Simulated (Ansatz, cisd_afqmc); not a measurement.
System: GeH2, charge 0, singlet. GeH2 (SMILES [GeH2]).
B3LYP-D3(BJ)/def2-TZVP minimum from Ansatz (a program for electronic structure):
```
Ge
H 1 1.5993
H 1 1.5993 2 90.65
```
Charge 0, spin multiplicity 1.

Total energies in cc-pVTZ, 6 correlated electrons, 14 frozen orbitals. UHF or UKS for unpaired electrons; spin-orbit terms are left out. Cores are frozen in correlated methods (noble-gas shells, and filled d and f shells in the p block). No relativity. AFQMC is phaseless with a CISD trial state; ± is one standard error, without the phaseless bias. Outlying blocks are dropped, and bars are widened where a walk drifts. Over all cases where full CI ran beside it in this data, AFQMC minus full CI had a median of +0.1 mEh and passed +0.4 mEh in a tenth of the cases. The restricted determinant of H2Ge ([GeH2], singlet) is unstable towards broken spin symmetry in at least one set run.

```
method         program          energy (Eh)  minus CCSDTQ (mEh)
----------  ----------  -------------------  ------------------
HF              Ansatz          -2076.51565              132.59
MP2             Ansatz          -2076.61905               29.18
CCSD            Ansatz          -2076.64421                4.02
CCSD(T)         Ansatz          -2076.64745                0.78
CCSDT(Q)        Ansatz          -2076.64821                0.02
CCSDTQ          Ansatz          -2076.64823                0.00
AFQMC/CISD  cisd_afqmc  -2076.6480 ± 0.0004           0.3 ± 0.4
```

Rough core times of Ansatz's runs on a shared machine: CCSD(T) under 20 s, CCSDT(Q) under 20 s, CCSDTQ 3 min.
